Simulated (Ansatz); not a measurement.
System: GeBr₂ (charge 0, triplet). This is an excited triplet: at this geometry the singlet lies 2.15 eV lower at RI-MP2/CBS(aug-cc-pVTZ,aug-cc-pVQZ)+[CCSD(T)-MP2]/aug-cc-pVTZ. SMILES: [Br][Ge][Br]
Geometry: optimised at B3LYP-D3(BJ)/def2-TZVP (Ansatz, a program for electronic structure).

Property: vertical singlet-triplet gap (E(singlet) - E(triplet); the singlet is one closed-shell determinant, which may describe it poorly; each state is the SCF solution reached for its spin), in kcal/mol. Cores are frozen in the correlated levels unless marked. UHF or UKS for open shells. No spin-orbit coupling. Frozen are the shells of the preceding noble gas and the d and f shells that filled before the atom's block. Non-relativistic. CBS marks a two-point X^-3 extrapolation of the correlation energy; Hartree-Fock from the larger set. The bracket is a focal-point correction in the basis named.

RI-MP2/CBS(aug-cc-pVTZ,aug-cc-pVQZ)+[CCSD(T)-MP2]/aug-cc-pVTZ (Ansatz) gives -49.5 kcal/mol.

Another calculation gave -52.1 kcal/mol. Which level was it?
(A) BHLYP/def2-TZVPD (Ansatz)
(B) B3LYP/def2-TZVPD (Ansatz)
(C) r2SCAN/def2-TZVPD (Ansatz)

B, B3LYP/def2-TZVPD (Ansatz). The others give -46.7 (r2SCAN), -49.3 (BHLYP) kcal/mol.
